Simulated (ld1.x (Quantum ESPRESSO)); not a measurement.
## Pseudopotential generation for helium: PAW, Wu–Cohen, scalar-relativistic.

The input file (ld1.x (Quantum ESPRESSO) 7.5):

```
&input
   title='He', zed=2., rel=1, dft='WC', iswitch=3,
   config='[He] 2p-2',
   nld=2, rlderiv=0.60, eminld=-3.0, emaxld=5.0, deld=0.02
 /
 &inputp
   pseudotype=3, lpaw=.true., tm=.true., lloc=-2, rcloc=0.45,
   nlcc=.false.,
   which_augfun='PSQ', rmatch_augfun_nc=.true.,
   file_pseudopw='He.UPF', file_wfcaegen='ae.wfc', file_wfcncgen='nc.wfc', file_beta='beta', file_chi='chi', file_wfcusgen='us.wfc'
 /
4
1S  1  0   2.00   0.00  0.40  0.50  0.0
1S  1  0   0.00  -0.80  0.40  0.50  0.0
2P  2  1  -2.00  -0.20  0.40  0.55  0.0
2P  2  1  -2.00   1.05  0.40  0.55  0.0
 &test
   configts(1)='1s2'
 /
```

Command:

```bash
ld1.x < He.in > He.out
```

Output (shortened: banner, matrices, multipoles, cross overlaps and the repeated all-electron block are left out):

```
Program LD1 v.7.5
     --------------------------- All-electron run ----------------------------

     He
     scalar relativistic calculation

     atomic number is  2.00
     dft =WC   lsd =0 sic =0 latt =0  beta=0.20 tr2=1.0E-14
     Exchange-correlation= WC
                           (   1   4  11   4   0   0   0)
     mesh = 985 r(mesh) = 100.16840 a.u. xmin = -7.00 dx = 0.01250
     1 Ry =  13.60569312 eV, c = 137.03599908

     n l     nl                  e(Ry)          e(Ha)          e(eV)
     1 0     1S 1( 2.00)        -1.1475        -0.5737       -15.6120

     final scf error:  5.2E-15 reached in  23 iterations

     Etot =      -5.743147 Ry,      -2.871574 Ha,     -78.139502 eV

     Ekin =       5.669557 Ry,       2.834779 Ha,      77.138255 eV
     Encl =     -13.411929 Ry,      -6.705964 Ha,    -182.478586 eV
     Eh   =       4.042817 Ry,       2.021408 Ha,      55.005327 eV
     Exc  =      -2.043593 Ry,      -1.021796 Ha,     -27.804498 eV

     normalization and overlap integrals

     s(1S/1S) =  1.000000  <r> =   0.9476  <r2> =    1.2573  r(max) =   0.5666

     ------------------------ End of All-electron run ------------------------

     --------------------- Generating PAW atomic setup --------------------

      Generating local potential from pseudized AE potential:
      Matching radius rcloc =   0.4500
      Enforcing V''(0)=0 (lloc=-2)

      Local pseudo, rcloc= 0.452 Estimated cut-off energy=   141.68 Ry

      Computing core charge for PAW:
      Integrated core pseudo-charge :   0.00
      Wfc-us  1S rcutus= 0.500  Estimated cut-off energy=   176.07 Ry
      Wfc-us  1S rcutus= 0.500  Estimated cut-off energy=   176.87 Ry
      Wfc-us  2P rcutus= 0.553  Estimated cut-off energy=   222.40 Ry
      Wfc-us  2P rcutus= 0.553  Estimated cut-off energy=   223.60 Ry

     Required augmentation: PSQ   radius:    0.550000

     Q pseudized with Bessel functions
     Expected ecutrho=    1501.4986 due to l1=  1   l2=  1

     Estimated PAW energy =   -5.743155 Ryd

     ------------------- End of pseudopotential generation -------------------

     Computing logarithmic derivative in   0.59937
     Computing logarithmic derivative in   0.59937
     Computing the partial wave expansion
     R is outside the sphere for l=    0 j= 0.00
     R is outside the sphere for l=    0 j= 0.00
     R is outside the sphere for l=    1 j= 0.00
     R is outside the sphere for l=    1 j= 0.00

     ---------------------- Testing the pseudopotential ----------------------

     He
     scalar relativistic calculation

     atomic number is  2.00   valence charge is  2.00
     dft = SLA  PW   WCX  PBC   lsd =0 sic =0 latt =0  beta=0.20 tr2=1.0E-14
     mesh = 985 r(mesh) = 100.16840 xmin = -7.00 dx = 0.01250

     n l     nl             e AE (Ry)        e PS (Ry)    De AE-PS (Ry)
     1 0     1S   1( 2.00)       -1.14746       -1.14749        0.00003

     eps = 2.1E-17  iter =  4

     Etot =      -5.743147 Ry,      -2.871574 Ha,     -78.139502 eV
     Etotps =    -5.743235 Ry,      -2.871617 Ha,     -78.140689 eV

     Ekin =       5.669495 Ry,       2.834748 Ha,      77.137413 eV
     Encl =     -13.411967 Ry,      -6.705983 Ha,    -182.479102 eV
     Ehrt =       4.042839 Ry,       2.021419 Ha,      55.005623 eV
     Ecxc =      -2.043602 Ry,      -1.021801 Ha,     -27.804623 eV

     ---------------------- End of pseudopotential test ----------------------
```

Generation and configuration tests took about 0.44 s on one core of a shared server CPU.
